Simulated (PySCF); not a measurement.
Compound: C₄H₉B.
Z-matrix (Å and degrees, PBE0-D3(BJ)/def2-SVP geometry), rows numbered from 1:
```
B 
C   1  1.5493
C   2  1.5524  1  123.66
C   3  1.5409  2   88.62  1  -147.57
C   4  1.5406  3   89.44  2    16.03
H   1  1.2126  2  120.36  3   -37.30
H   1  1.2122  2  121.05  3   145.82
H   2  1.1149  1  101.43  3   121.82
H   3  1.1016  2  111.79  1   -34.20
H   3  1.1003  2  117.63  1    91.53
H   4  1.1014  3  111.46  2   -96.93
H   4  1.1006  3  117.61  2   137.26
H   5  1.1016  2  111.70  1    33.53
H   5  1.1005  2  117.69  1   -92.13
```

Level: wB97X-D/def2-SVPD in PySCF, non-relativistic, on one gas-phase PBE0-D3(BJ)/def2-SVP geometry that isn't relaxed in the solvent. The solvent is an IEF-PCM continuum (van der Waals radii × 1.2), and excitations are vertical TDDFT with non-equilibrium linear response and a frozen core. Specific hydrogen bonds and non-electrostatic terms are outside this model.

Gas-phase singlets (H = HOMO, L = LUMO):

```
state  E (eV)  λ (nm)      f           leading configurations
   S1   5.558     223  0.002                          H→L 92%
   S2   5.752     216  0.001             H-1→L 77%, H-3→L 18%
   S3   7.093     175  0.040                        H-2→L 92%
   S4   7.153     173  0.004  H-3→L 62%, H-1→L 20%, H-5→L 11%
   S5   8.219     151  0.008   H→L+1 69%, H→L+2 12%, H→L+4 8%
```

**Question.** How does the list change in cyclohexane (ε = 2.017)?

**Answer.** 
```tsv
state	E (eV)	λ (nm)	f	leading configurations	change by rank (eV)
S1	5.534	224	0.002	H→L 92%	-0.024
S2	5.751	216	0.001	H-1→L 76%, H-3→L 19%	-0.001
S3	7.034	176	0.055	H-2→L 94%	-0.059
S4	7.131	174	0.003	H-3→L 61%, H-1→L 22%, H-5→L 10%	-0.022
S5	8.228	151	0.013	H→L+1 66%, H→L+2 14%, H→L+4 8%	+0.009
```

**Question.** Give the list for chloroform (ε = 4.711), n² = 2.09.

**Answer.** 
```
state  E (eV)  λ (nm)      f          leading configurations  change by rank (eV)
   S1   5.529     224  0.002                         H→L 92%               -0.029
   S2   5.770     215  0.001            H-1→L 75%, H-3→L 20%               +0.018
   S3   7.008     177  0.057                       H-2→L 94%               -0.085
   S4   7.124     174  0.003            H-3→L 60%, H-1→L 23%               -0.029
   S5   8.247     150  0.016  H→L+1 65%, H→L+2 14%, H→L+4 8%               +0.028
```

**Question.** How do the frontier levels move from gas to chloroform?

**Answer.** 
```csv
orbital,gas (eV),solvent (eV),change (eV)
LUMO+2,2.82,2.92,+0.10
LUMO+1,2.19,2.26,+0.07
LUMO,0.67,0.74,+0.07
HOMO,-10.05,-9.95,+0.10
HOMO-1,-10.31,-10.23,+0.08
HOMO-2,-10.72,-10.58,+0.14
HOMO-3,-11.13,-11.06,+0.07
```

The HOMO–LUMO gap goes from 10.72 to 10.69 eV.
